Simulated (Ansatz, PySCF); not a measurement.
Breaking a bond: Cl₂ (anion, charge -1), doublet.

Levels of theory: UKS-PBE = unrestricted PBE/def2-TZVP (Ansatz, a quantum-chemistry and plane-wave program); UCCSD(T) = PySCF with CCSD(T) on UHF/def2-TZVP, 10 core orbitals frozen.

Energies relative to the lowest point of each curve near equilibrium, in mEh:

```csv
R / Å,UKS-PBE
2.37,8.6
2.51,2.4
2.64,0.2
2.71,0.0
2.94,1.7
3.05,3.1
3.29,6.4
3.95,12.1
4.34,13.1
4.72,13.2
5.31,12.2
7.95,5.9
```

Question: What does UCCSD(T) give at the same points?

Answer: 2.37: 5.8; 2.51: 0.6; 2.64: 0.0; 2.71: 0.7; 2.94: 5.9; 3.05: 9.1; 3.29: 16.6; 3.95: 32.9; 4.34: 38.9; 4.72: 42.5; 5.31: 45.2; 7.95: 47.1 (mEh).

Where the anion isn't bound against loss of the electron, the finite basis alone holds it.
